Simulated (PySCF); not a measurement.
# Magnetic susceptibility: `COCc1ccncn1`, C$_{6}$H$_{8}$N$_{2}$O

Molfile (atoms numbered from 1):
```
C6H8N2O
     RDKit          3D

 17 17  0  0  0  0  0  0  0  0999 V2000
   -2.2848    0.7132   -0.5321 C   0  0  0  0  0  0  0  0  0  0  0  0
   -2.0856   -0.2210    0.5016 O   0  0  0  0  0  0  0  0  0  0  0  0
   -1.0572   -1.1412    0.2326 C   0  0  0  0  0  0  0  0  0  0  0  0
    0.3265   -0.5517    0.3327 C   0  0  0  0  0  0  0  0  0  0  0  0
    0.6174    0.4859    1.2155 C   0  0  0  0  0  0  0  0  0  0  0  0
    1.9252    0.9411    1.2225 C   0  0  0  0  0  0  0  0  0  0  0  0
    2.8589    0.4143    0.4433 N   0  0  0  0  0  0  0  0  0  0  0  0
    2.4781   -0.5684   -0.3503 C   0  0  0  0  0  0  0  0  0  0  0  0
    1.2625   -1.0730   -0.4528 N   0  0  0  0  0  0  0  0  0  0  0  0
   -3.1112    1.3472   -0.2175 H   0  0  0  0  0  0  0  0  0  0  0  0
   -1.3949    1.3312   -0.6991 H   0  0  0  0  0  0  0  0  0  0  0  0
   -2.5458    0.2103   -1.4712 H   0  0  0  0  0  0  0  0  0  0  0  0
   -1.1757   -1.5985   -0.7598 H   0  0  0  0  0  0  0  0  0  0  0  0
   -1.1565   -1.9269    0.9898 H   0  0  0  0  0  0  0  0  0  0  0  0
   -0.1480    0.9023    1.8499 H   0  0  0  0  0  0  0  0  0  0  0  0
    2.2469    1.7491    1.8671 H   0  0  0  0  0  0  0  0  0  0  0  0
    3.2373   -1.0019   -0.9887 H   0  0  0  0  0  0  0  0  0  0  0  0
  1  2  1  0
  2  3  1  0
  3  4  1  0
  4  5  1  0
  5  6  2  0
  6  7  1  0
  7  8  2  0
  8  9  1  0
  9  4  2  0
  1 10  1  0
  1 11  1  0
  1 12  1  0
  3 13  1  0
  3 14  1  0
  5 15  1  0
  6 16  1  0
  8 17  1  0
M  END
```

Computed with GIAO PW91/MINI magnetisability, rotational g tensor and spin-rotation constants, non-relativistic, gas phase in PySCF 2.14.0. Geometry: GFN2-xTB.

Q: How diamagnetic is it, and how anisotropic?

A: Isotropic -1343 × 10⁻³⁰ J/T², or -80.9 × 10⁻⁶ cm³/mol; principal values -2021, -1056, -952 × 10⁻³⁰ J/T², anisotropy 1020 × 10⁻³⁰ J/T² (root of half the summed squared differences of the principal values). The susceptibility is in cgs units.

Q: Split it along the inertial axes a, b, c into diamagnetic and paramagnetic parts about the centre of mass, with the quadrupole moment.

A: 
| axis | χ (10⁻⁶ cm³/mol) | diamagnetic (10⁻⁶ cm³/mol) | paramagnetic (10⁻⁶ cm³/mol) | summed x² of all electrons (Å²) | quadrupole Θ (D Å) |
| --- | --- | --- | --- | --- | --- |
| a | -66.0 | -433.3 | 367.2 | 248.7 | -5.96 |
| b | -60.9 | -1201.4 | 1140.5 | 67.6 | +4.13 |
| c | -115.7 | -1341.7 | 1226.1 | 34.5 | +1.83 |

Anisotropies 2χaa − χbb − χcc = +44.5 and 2χbb − χaa − χcc = +59.9 × 10⁻⁶ cm³/mol. Θ is traceless in Buckingham's convention.

Q: And the rotational g tensor?

A: 
```csv
axis,rotational constant (GHz),g,nuclear part,electronic part
a,3.9356,-0.0712,0.6077,-0.6790
b,1.0892,-0.0254,0.5582,-0.5836
c,0.9657,+0.0030,0.5592,-0.5562
```
Asymmetric top; isotopes 12C, 1H, 14N, 16O; no vibrational averaging.
